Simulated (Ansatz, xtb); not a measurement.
Species: VO₃, charge 0, multiplicity 2. The spin state was set by rule; other spins were not relaxed. SMILES: [O]=[V](=[O])=[O]
Coordinates optimised at B3LYP-D3(BJ)/def2-TZVP (Ansatz, a program for electronic structure):
```
V
O 1 1.5992
O 1 1.5992 2 113.35
O 1 1.7651 2 112.79 3 129.72
```
Charge 0, spin multiplicity 2.

Harmonic wavenumbers from GFN2-xTB (xtb, at its own minimum), cm⁻¹: 209, 210, 307, 847, 882, 883.

Q: Give the harmonic wavenumbers at B3LYP-D3(BJ)/def2-TZVP (Ansatz, finite differences of forces, unscaled).

A: 168, 221, 331, 640, 990, 1007 cm⁻¹. Zero-point energy 4.8 kcal/mol.

Q: From these and the geometry, give the ideal-gas thermochemistry at 298.15 K and 1 atm (rigid rotor, harmonic oscillator).

A: Point group Cs, rotational symmetry number 1. Rotational constants 8.145, 7.24, 4.141 GHz. S(trans) 39.69, S(rot) 24.69, S(vib) 6.24, S(elec, spin only) 1.38, S 72.0 cal/(mol K). H(298) - H(0) 3.46 kcal/mol; G - E(el) -13.2 kcal/mol.
